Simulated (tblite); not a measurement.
Parent: `[F:1][CH2:2]/[CH:3]=[CH:4]/[SiH2:5][CH2:6][SiH3:7]` with F1–C2–C3–C4 0°, C3–C4–Si5–C6 20°, C4–Si5–C6–Si7 65°, C4H11FSi2.

Computed geometry: GFN2-xTB, gas phase. One conformer each, not checked by frequencies here.

```
coordinate of the parent    value
                   F1–C2  1.372 Å
                   C2–C3  1.497 Å
                   C3=C4  1.325 Å
                  C4–Si5  1.881 Å
                  Si5–C6  1.901 Å
                  C6–Si7  1.900 Å
                F1–C2–C3   112.5°
                C2–C3–C4   125.4°
               C3–C4–Si5   125.4°
               C4–Si5–C6   110.9°
              Si5–C6–Si7   115.9°
```

**Question.** How does the shared frame change in `[CH3:1][C:2]#[C:3][C@@H:4]([SiH3:5])[SiH2:6]/[CH:7]=[CH:8]/[CH2:9][F:10]` with C3–C4–Si6–C7 -176°, C4–Si6–C7–C8 -107°, C7–C8–C9–F10 -138°, C7H13FSi2? Atoms pair as F1 = F10, C2 = C9, C3 = C8, C4 = C7, Si5 = Si6, C6 = C4, Si7 = Si5 (parent first).

**Answer.** 
```tsv
parent	relative	value in the relative	change
F1–C2	F10–C9	1.378 Å	+0.006
C2–C3	C9–C8	1.496 Å	-0.001
C3=C4	C8=C7	1.324 Å	-0.001
C4–Si5	C7–Si6	1.882 Å	+0.001
Si5–C6	Si6–C4	1.915 Å	+0.014
C6–Si7	C4–Si5	1.914 Å	+0.014
F1–C2–C3	F10–C9–C8	110.8°	-1.7
C2–C3–C4	C9–C8–C7	124.5°	-0.9
C3–C4–Si5	C8–C7–Si6	125.0°	-0.4
C4–Si5–C6	C7–Si6–C4	108.5°	-2.4
Si5–C6–Si7	Si6–C4–Si5	114.7°	-1.2
```

Of the parent's bonds, Si5–C6 and C6–Si7 change most and about equally (+0.014 Å). Bonds of the relative outside the shared frame: C1–C2 1.449, C2≡C3 1.200, C3–C4 1.443 Å. Point group C1 → C1.

**Question.** How does the shared frame change in `[NH2:1][CH2:2][C@@H:3]([SiH3:4])[SiH2:5]/[CH:6]=[CH:7]/[CH2:8][F:9]` with H–N1–C2–C3 66° and -53°, N1–C2–C3–Si4 178°, C2–C3–Si5–C6 -165°, C3–Si5–C6–C7 -105°, C6–C7–C8–F9 -139°, C5H14FNSi2? Atoms pair as F1 = F9, C2 = C8, C3 = C7, C4 = C6, Si5 = Si5, C6 = C3, Si7 = Si4 (parent first).

**Answer.** 
```
    parent    relative  value in the relative  change
     F1–C2       F9–C8                1.377 Å  +0.005
     C2–C3       C8–C7                1.496 Å  -0.001
     C3=C4       C7=C6                1.324 Å  -0.001
    C4–Si5      C6–Si5                1.878 Å  -0.003
    Si5–C6      Si5–C3                1.910 Å  +0.009
    C6–Si7      C3–Si4                1.907 Å  +0.007
  F1–C2–C3    F9–C8–C7                 110.7°    -1.8
  C2–C3–C4    C8–C7–C6                 124.6°    -0.8
 C3–C4–Si5   C7–C6–Si5                 124.8°    -0.6
 C4–Si5–C6   C6–Si5–C3                 109.6°    -1.3
Si5–C6–Si7  Si5–C3–Si4                 113.8°    -2.1
```

Of the parent's bonds, Si5–C6 changes most (+0.009 Å). Bonds of the relative outside the shared frame: N1–C2 1.449, C2–C3 1.538 Å. Point group C1 → C1.

**Question.** How does the shared frame change in `[CH2:1]=[CH:2][C@H:3]([SiH3:4])[SiH2:5]/[CH:6]=[CH:7]/[CH2:8][F:9]` with C1–C2–C3–Si4 -115°, C2–C3–Si5–C6 180°, C3–Si5–C6–C7 119°, C6–C7–C8–F9 144°, C6H13FSi2? Atoms pair as F1 = F9, C2 = C8, C3 = C7, C4 = C6, Si5 = Si5, C6 = C3, Si7 = Si4 (parent first).

**Answer.** 
```tsv
parent	relative	value in the relative	change
F1–C2	F9–C8	1.376 Å	+0.004
C2–C3	C8–C7	1.496 Å	-0.001
C3=C4	C7=C6	1.324 Å	-0.001
C4–Si5	C6–Si5	1.881 Å	0.000
Si5–C6	Si5–C3	1.912 Å	+0.011
C6–Si7	C3–Si4	1.911 Å	+0.011
F1–C2–C3	F9–C8–C7	110.8°	-1.7
C2–C3–C4	C8–C7–C6	124.7°	-0.7
C3–C4–Si5	C7–C6–Si5	124.7°	-0.7
C4–Si5–C6	C6–Si5–C3	109.4°	-1.5
Si5–C6–Si7	Si5–C3–Si4	114.1°	-1.8
```

Of the parent's bonds, Si5–C6 and C6–Si7 change most and about equally (+0.011 Å). Bonds of the relative outside the shared frame: C1=C2 1.322, C2–C3 1.486 Å. Point group C1 → C1.

**Question.** How does the shared frame change in `[F:1][CH2:2]/[CH:3]=[CH:4]/[SiH2:5][C@H:6]([SiH3:7])[O:8][SiH3:9]` with F1–C2–C3–C4 -145°, C3–C4–Si5–C6 -127°, C4–Si5–C6–Si7 59°, Si5–C6–O8–Si9 -122°, C4H13FOSi3? Atoms pair as F1 = F1, C2 = C2, C3 = C3, C4 = C4, Si5 = Si5, C6 = C6, Si7 = Si7 (parent first).

**Answer.** 
```tsv
parent	relative	value in the relative	change
F1–C2	F1–C2	1.376 Å	+0.004
C2–C3	C2–C3	1.496 Å	-0.001
C3=C4	C3=C4	1.325 Å	0.000
C4–Si5	C4–Si5	1.878 Å	-0.003
Si5–C6	Si5–C6	1.913 Å	+0.012
C6–Si7	C6–Si7	1.910 Å	+0.010
F1–C2–C3	F1–C2–C3	110.8°	-1.7
C2–C3–C4	C2–C3–C4	124.5°	-0.9
C3–C4–Si5	C3–C4–Si5	125.2°	-0.2
C4–Si5–C6	C4–Si5–C6	106.8°	-4.1
Si5–C6–Si7	Si5–C6–Si7	117.0°	+1.1
```

Of the parent's bonds, Si5–C6 changes most (+0.012 Å). Bonds of the relative outside the shared frame: C6–O8 1.431, O8–Si9 1.614 Å. Point group C1 → C1.
